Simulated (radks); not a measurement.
The numbers below are computed, except where a source is named.
Question: The mean radii <r> (bohr) of the occupied orbitals of an atom or ion are listed with their occupations. Code: a radial shooting solver on a logarithmic mesh with Libxc functionals. Model: Dirac Kohn-Sham, LDA (Slater exchange, Perdew-Wang correlation), spin-unpolarised, spherical densities, point nucleus.

| orbital | occ. | <r> |
|---|---|---|
| 1s1/2 | 2 | 0.1311 |
| 2s1/2 | 2 | 0.7007 |
| 2p1/2 | 2 | 0.6892 |
| 2p3/2 | 4 | 0.6916 |
| 3s1/2 | 2 | 3.132 |

Name the element and its charge. Open shells, if any, are shared by 2j + 1.

Answer: Z = 12, magnesium, charge 0: Mg in [Ne] 3s2. The 1s radius gives Z: for a bare nucleus <r> = (2 gamma + 1)/(2Z) with gamma = sqrt(1 - (Z/c)^2), 0.1247 bohr for Z = 12, and screening makes it slightly larger (0.1311 here). The occupations add up to 12, and the charge is Z minus that.
